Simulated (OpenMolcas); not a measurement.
**Setting up GeHCl3 (SMILES [Cl][GeH]([Cl])[Cl]) in OpenMolcas**

The species is GeHCl3 (5 atoms), meant as a singlet with charge 0. SMILES: `[Cl][GeH]([Cl])[Cl]`. The shape is that of a PBE0-D4/def2-TZVP optimisation.

```xyz
5

Cl   -1.1777   -0.0128    1.7007
Ge    0.1024    0.0906    0.0062
Cl    1.1179   -1.7676   -0.1853
Cl   -1.0951    0.3856   -1.7258
H     1.1026    1.2307    0.1630
```

Settings wanted:

```yaml
method: DFT
reference: RKS
relativity: none
basis_set: 6-31G*
task: gradient
functional: B3LYP
nucleus: point
integration_grid: UltraFine
SCF_convergence_threshold: 1e-10
d_and_f_functions: spherical
```

Task: Give an OpenMolcas 26.06 job that does this.

Result: One that was run (others would do as well):

test.input:
```
* Cl3GeH Kohn-Sham DFT
>>> EXPORT MOLCAS_PRINT=2
&GATEWAY
BasLib = $CurrDir
Coord
5
bohr
Cl    -2.22553046    -0.02418849     3.21385722
Ge     0.19350796     0.17120919     0.01171630
Cl     2.11252483    -3.34027990    -0.35016625
Cl    -2.06943908     0.72867839    -3.26128935
H      2.08361203     2.32568594     0.30802536
Basis = 6-31Gs
Group = NoSym
&SEWARD
GridInput
Grid=UltraFine
End of Grid
&SCF
KSDFT = B3LYP
Thresholds = 1e-10 1e-07 1e-07 1e-05
PrOrbitals = 1 1
&ALASKA
```

```bash
$ export MOLCAS_MEM=1860
$ pymolcas test.input > test.log
```

(Basis files named in the input come from the Basis Set Exchange and aren't shown.)

Calculated total energy: -3458.06526 Eh, largest force 0.614 eV/Å.
